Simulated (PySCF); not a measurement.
`C#CC1=C[C@H]2C=C[C@@H]1C2`, C9H8

Molfile (atoms numbered from 1):
```
C9H8
     RDKit          3D

 17 18  0  0  0  0  0  0  0  0999 V2000
    3.2769    0.4985    1.3250 C   0  0  0  0  0  0  0  0  0  0  0  0
    2.1795    0.3489    0.8241 C   0  0  0  0  0  0  0  0  0  0  0  0
    0.8827    0.2147    0.2793 C   0  0  0  0  0  0  0  0  0  0  0  0
    0.4611   -0.5370   -0.7562 C   0  0  0  0  0  0  0  0  0  0  0  0
   -1.0535   -0.3568   -0.8556 C   0  0  1  0  0  0  0  0  0  0  0  0
   -1.6644   -0.9652    0.4145 C   0  0  0  0  0  0  0  0  0  0  0  0
   -1.2573   -0.2141    1.4424 C   0  0  0  0  0  0  0  0  0  0  0  0
   -0.3772    0.8961    0.8634 C   0  0  2  0  0  0  0  0  0  0  0  0
   -1.1348    1.1375   -0.4611 C   0  0  0  0  0  0  0  0  0  0  0  0
    4.2528    0.6194    1.7565 H   0  0  0  0  0  0  0  0  0  0  0  0
    1.0645   -1.2011   -1.3746 H   0  0  0  0  0  0  0  0  0  0  0  0
   -1.5093   -0.6640   -1.8052 H   0  0  0  0  0  0  0  0  0  0  0  0
   -2.2581   -1.8795    0.4425 H   0  0  0  0  0  0  0  0  0  0  0  0
   -1.4427   -0.3709    2.5054 H   0  0  0  0  0  0  0  0  0  0  0  0
   -0.1770    1.7552    1.5145 H   0  0  0  0  0  0  0  0  0  0  0  0
   -0.5964    1.8004   -1.1551 H   0  0  0  0  0  0  0  0  0  0  0  0
   -2.1665    1.4886   -0.3103 H   0  0  0  0  0  0  0  0  0  0  0  0
  1  2  3  0
  2  3  1  0
  3  4  2  0
  4  5  1  0
  5  6  1  0
  6  7  2  0
  7  8  1  0
  8  9  1  0
  8  3  1  0
  9  5  1  0
  1 10  1  0
  4 11  1  0
  5 12  1  6
  6 13  1  0
  7 14  1  0
  8 15  1  1
  9 16  1  0
  9 17  1  0
M  END
```

Computed, not measured: TDDFT CAM-B3LYP/aug-cc-pVDZ excited states, vertical, gas phase in PySCF 2.14.0. Geometry: PBE0-D3(BJ)/def2-SVP.

Question: How strongly do the lowest singlets absorb one photon, and two photons of half the energy?

Answer: δ for parallel linear polarisation; σ at the peak of a Lorentzian of half width 0.1 eV, single beam; Ω is circular over linear.
| state | E (eV) | f | photon λ (nm) | δ (au) | σ (GM) | Ω | main |
| --- | --- | --- | --- | --- | --- | --- | --- |
| S1 | 4.60 | 0.067 | 539 | 4.16 | 0.03 | 1.41 | HOMO→LUMO 0.89 |
| S2 | 5.11 | 0.043 | 485 | 11 | 0.10 | 0.46 | HOMO−1→LUMO 0.66, HOMO−2→LUMO 0.18 |
| S3 | 5.70 | 0.003 | 435 | 27.9 | 0.33 | 1.16 | HOMO→LUMO+1 0.31, HOMO→LUMO+10 0.21 |
| S4 | 5.72 | 0.002 | 433 | 126 | 1.51 | 1.20 | HOMO→LUMO+1 0.51, HOMO→LUMO+10 0.10 |
| S5 | 5.85 | 0.083 | 424 | 17.6 | 0.22 | 0.88 | HOMO−2→LUMO 0.53, HOMO−1→LUMO 0.15 |
| S6 | 6.04 | 0.044 | 411 | 34.7 | 0.46 | 0.95 | HOMO→LUMO+10 0.32, HOMO→LUMO+3 0.11 |

Among these, the strongest one-photon state is S5, the strongest two-photon state S4, with a dipole change of 2.8 D (relaxed, norm of the difference vector).
